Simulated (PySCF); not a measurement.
Highest harmonic wavenumber (cm⁻¹) of eight silicon and germanium compounds: PBE-D3(BJ) beside B3LYP-D3(BJ), computed with PySCF for isolated molecules in the bases named; differences from unrounded values. The eight are the first of their class met in an unordered collection, after screening for sound electronic states; none was chosen by its value. Each level has its own optimised geometry.

```
molecule                                                      basis  B3LYP-D3(BJ)  PBE-D3(BJ)  difference
---------------------------------------------------------  --------  ------------  ----------  ----------
C₂H₉ClSi₃, SMILES C1C[Si@@H]([SiH2]1)[SiH2]Cl              def2-SVP          3103        3048         -55
C3H10FNSi, SMILES CC(C)(F)[SiH2]N                          def2-SVP          3663        3580         -82
C₃H₁₂OSi₂, SMILES C[SiH](C)C[SiH2]O                        def2-SVP          3874        3765        -109
Si(H)(Cl)(Me)(NH2) (CH6ClNSi), SMILES C[SiH](N)Cl          def2-SVP          3647        3571         -76
Si(H)(Me)(OMe)(NH2) (C2H9NOSi), SMILES CO[SiH](C)N         def2-SVP          3669        3593         -76
ethoxymethyl(methyl)silane (C4H12OSi), SMILES CCOC[SiH2]C  def2-SVP          3127        3079         -48
Si(CCH)(H)(Me)2 (C4H8Si), SMILES C#C[SiH](C)C              def2-SVP          3456        3390         -66
C2H5NOSi, SMILES C([Si@H](N)O)#C                           def2-SVP          3859        3745        -113
```

PBE-D3(BJ) lies below B3LYP-D3(BJ) in 8 and above it in 0 of the eight; the mean signed difference is -78 and the largest -113 cm⁻¹.
